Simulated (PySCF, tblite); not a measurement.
Isomers of C7H6F4O, one GFN2-xTB conformer each. Single-point energies are computed at PBE0/pcSseg-1 (PySCF, gas phase, no added dispersion term), electronic only.

```tsv
SMILES	GFN2-xTB relative energy (kJ/mol)
C=C/C(C)=C(\C(=O)F)C(F)(F)F	16.5
C=C[C@@]1(C(F)(F)F)C[C@H]1C(=O)F	0.0
```

Conformers: `[CH2:1]=[CH:2]/[C:3]([CH3:4])=[C:5](\[C:6](=[O:7])[F:8])[C:9]([F:10])([F:11])[F:12]` with C1–C2–C3–C4 -31°, C3–C5–C6–O7 -23°; `[CH2:1]=[CH:2][C@@:3]1([C:4]([F:5])([F:6])[F:7])[CH2:8][C@H:9]1[C:10](=[O:11])[F:12]` with C1–C2–C3–C4 6°, C8–C9–C10–O11 25°.

Question: What does PBE0/pcSseg-1 give for the same structures?

Answer: 
```tsv
SMILES	PBE0/pcSseg-1 E (Eh)	PBE0/pcSseg-1 (kJ/mol)	GFN2-xTB (kJ/mol)	point group
C=C[C@@]1(C(F)(F)F)C[C@H]1C(=O)F	-744.09289	0.0	0.0	C1
C=C/C(C)=C(\C(=O)F)C(F)(F)F	-744.08871	11.0	16.5	C1
```

Both levels put the same isomer lowest. As drawn, the lower has a three-membered ring and a quaternary carbon, which the higher lacks.

Question: Which frontier levels, dipoles and rotational constants go with these structures?

Answer: 
```tsv
SMILES	HOMO (eV, PBE0/pcSseg-1)	LUMO (eV)	dipole (D)	A, B, C (MHz)
C=C[C@@]1(C(F)(F)F)C[C@H]1C(=O)F	-7.96	-1.14	1.70	1490, 668.1, 580.8
C=C/C(C)=C(\C(=O)F)C(F)(F)F	-8.03	-2.74	4.49	1220, 832.6, 553.6
```

Question: What happens when harmonic zero-point energies from GFN2-xTB frequencies are added?

Answer: 
| SMILES | ZPE (kJ/mol) | electronic (kJ/mol) | with ZPE (kJ/mol) |
| --- | --- | --- | --- |
| C=C[C@@]1(C(F)(F)F)C[C@H]1C(=O)F | 308.6 | 0.0 | 0.0 |
| C=C/C(C)=C(\C(=O)F)C(F)(F)F | 305.3 | 11.0 | 7.7 |

The zero-point energies span 3.3 kJ/mol. The order is unchanged.
